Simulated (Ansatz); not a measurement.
Ideal-gas functions of `[BH]1O[CH2][AlH]1` at 400 K and 1 bar, from an Ansatz frequency run at PBE0-D4/def2-TZVP.

Molar mass 69.84 g/mol, point group Cs (symmetry number 1), electronic degeneracy 1, moments of inertia 44.307, 82.037, 123.211 u Å². Harmonic wavenumbers (cm⁻¹, unscaled): 199, 382, 438, 513, 619, 627, 677, 750, 882, 1055, 1162, 1197, 1319, 1468, 1889, 2621, 3059, 3109.

Use S(trans) = R[1.5 ln M + 2.5 ln T − 1.1517]; rotational temperatures θ = 24.2544 K / I; S(rot) = R[ln(√π/σ · √(T³/θAθBθC)) + 1.5]; for each mode x = 1.438777 ν̃/T, S = R[x/(eˣ − 1) − ln(1 − e⁻ˣ)] and H = RT x/(eˣ − 1); 1 cm⁻¹ = 0.0119627 kJ/mol; R = 8.31446 J/(mol·K).

Task: By hand: the entropy, in J/(mol·K).

Result: Translation 167.9. Rotation: θ = 0.5474, 0.2957, 0.1969 K, giving 106.3. Vibration, mode by mode: 11.27, 6.30, 5.34, 4.31, 3.19, 3.12, 2.71, 2.20, 1.51, 0.91, 0.67, 0.60, 0.42, 0.27, 0.07, 0.01, 0.00, 0.00, in all 42.9. Electronic 0.0. Sum 317.1 J/(mol·K).

Task: By hand: H − E and G − E in kJ/mol, counted from the electronic energy.

Result: Zero-point energy ½ × 21966 × 0.0119627 = 131.4; thermal vibration 11.0; translation, rotation and pV give 4 RT = 13.3. H − E = 155.7 kJ/mol, and G − E = 155.7 − 400 × 317.1/1000 = 28.9 kJ/mol.

Vibration gives 14 % of the entropy.
